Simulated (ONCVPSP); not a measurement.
## Ta (Z = 73), ONCV: configuration errors across variants

```
Element                 : tantalum
Generator               : ONCVPSP 4.0.1
Type                    : optimised norm-conserving Vanderbilt (ONCV)
Functional              : LDA (Perdew-Zunger)
Relativity              : scalar-relativistic
Frozen core             : [Kr] 4d10 4f14
Valence charge          : 13
Reference configuration : 5s2 5p6 5d3 6s2
Partial waves           : 5s+6s: rc 1.90 bohr, ncon 4, nbas 7, qcut 6.2 1/bohr, 3 projectors, debl 3.3 Ha; 5p: rc 1.70 bohr, ncon 4, nbas 7, qcut 7.7 1/bohr, 2 projectors, debl 2 Ha; 5d: rc 2.45 bohr, ncon 4, nbas 9, qcut 6.1 1/bohr, 1 projector
Local potential         : polynomial inside 1.25 bohr (lpopt 5, dvloc0 2 Ha)
Core correction         : Teter function, fcfact 3.75, rcfact 1
```

All-electron excitation energies from the reference (eV): (1) 5s2 5p6 5d3 6s1 8.702; (2) 5s2 5p6 5d3 6s0 24.010; (3) 5s2 5p6 5d2 6s0 47.938; (4) 5s2 5p6 5d3 6s1 6p1 4.259.

Errors AE − PS in meV (a dash: test not solved or not reliable):

```csv
change,(1),(2),(3),(4),bound ghosts,GHOST(+) flags above zero
base,-2.7,-6.7,-14,-1.3,none,s
p: rc 2.12,-2.7,-6.3,-13,-1.1,none,s
d: qcut 7.3,-2.8,-6.5,-13,-1.3,none,s
s: qcut 6.6; p: qcut 8.2; d: qcut 6.5,-2.6,-6.0,-13,-1.3,none,s
"core correction Teter function, fcfact 3.75, rcfact 1.32",-3.0,-8.4,-15,-1.5,none,s
d: nproj 3,-2.7,-6.7,-15,-1.3,none,"s, d"
s: debl 0.55,-2.7,-6.8,-14,-1.4,none,s
"p: ncon 5, nbas 8",-2.7,-6.9,-15,-1.5,none,s
"core correction Teter function, fcfact 7.6, rcfact 1",-2.8,-7.4,-15,-1.5,none,s
"core correction Teter function, fcfact 5, rcfact 1.4",-3.3,-9.8,-18,-1.7,none,s
```

Problem. Give the same row for: s: nbas 8.

Solution. -2.8, -7.0, -15, -1.4; bound ghosts: none; GHOST(+) flags above zero: s.
